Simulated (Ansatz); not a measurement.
CH4ClFOSi can be A, `FC(Cl)O[SiH3]`, or B, `FCO[SiH2]Cl`.

Calculated with Ansatz (gas phase, PBE0-D4/def2-TZVP geometries, no zero-point term in ΔE). CCSD(T)/CBS adds triple-zeta CCSD(T) − MP2 to the extrapolated MP2 energy (def2 sets, frozen cores). Functionals use def2-TZVPP. B3LYP here is the variant with VWN-RPA as its local correlation; programs differ in this. One conformer a species, not always the lowest.

A:

```xyz
9

F    -0.900   -1.557   -0.528
C     0.135   -0.841   -1.043
Cl    1.651   -1.654   -0.517
O     0.079    0.438   -0.649
Si   -0.210    0.996    0.906
H     0.105   -0.913   -2.130
H     0.631    0.269    1.884
H     0.154    2.427    0.838
H    -1.644    0.836    1.238
```

B:

Z-matrix (Å, degrees):
```
C
O 1 1.376
F 1 1.374 2 110.4
H 1 1.095 2 111.4 3 -118.9
H 1 1.092 2 108.3 3 117.9
Si 2 1.643 1 126.6 3 58.8
Cl 6 2.052 2 109.7 1 50.7
H 6 1.474 2 105.4 1 168.2
H 6 1.476 2 112.2 1 -68.5
```

Q: Which isomer does CCSD(T)/CBS put lower? Give the gap. (Best estimate.)

A: Ansatz gave: B, by 37.6 kcal/mol.

Q: Give E(B) − E(A) in kcal/mol with B2PLYP, ωB97M-V, B3LYP, CCSD(T)/def2-TZVPP, LDA (SPW92), CCSD(T)/def2-SVP, HF/def2-TZVPP. (An estimate is asked.)

A: Computed: B2PLYP -37.1, ωB97M-V -36.7, B3LYP -36.3, CCSD(T)/def2-TZVPP -36.8, LDA (SPW92) -32.8, CCSD(T)/def2-SVP -34.1, HF/def2-TZVPP -39.9. None reverses the order clearly.

Q: Does the order hold for the free energy at 298.15 K (harmonic terms from PBE0-D4)? (Best estimate.)

A: The calculation gave: Yes: G(B) − G(A) = -35.2 kcal/mol, for one conformer each. Modes under 60 cm⁻¹, often nearly free rotors, make the harmonic entropy too high.

Largest T1 diagnostic: 0.012.

At CCSD(T), def2-SVP lies +3.6 kcal/mol from the extrapolated value and def2-TZVPP +0.8 kcal/mol. From BLYP to BHLYP (50 % exact exchange), in def2-TZVPP and without D4, E(B) − E(A) moves by −3.5 kcal/mol.
